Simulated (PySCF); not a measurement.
Delta-SCF ions had no search for a lower state. 

Cartesian coordinates (Å):
SMILES: C(/C)=C/C(=C)B
```xyz
15

B     -1.6524     0.0698    -0.4353
C     -0.7062    -0.0520     0.7719
C     -1.2946     0.1060     1.9674
C      0.6770    -0.5444     0.7051
C      1.5326    -0.3680    -0.2967
C      1.3061     0.3852    -1.5654
H     -1.4802    -0.5720    -1.4231
H     -2.6216     0.7585    -0.3510
H     -2.3018     0.4925     2.0508
H     -0.7984    -0.1641     2.8950
H      1.0358    -1.0710     1.5846
H      2.5247    -0.7924    -0.1816
H      2.1516     1.0459    -1.7662
H      1.2211    -0.2920    -2.4182
H      0.4063     0.9981    -1.5373
```
Charge 0, spin multiplicity 1.

Task: What HOMO, vertical ionisation energy (Delta-SCF) and LUMO does CAM-B3LYP-D3(BJ)/def2-TZVP (PySCF) give?

Result: 
- HOMO = -8.06 eV
- vertical ionisation energy (Delta-SCF) = 8.78 eV
- LUMO = -0.68 eV
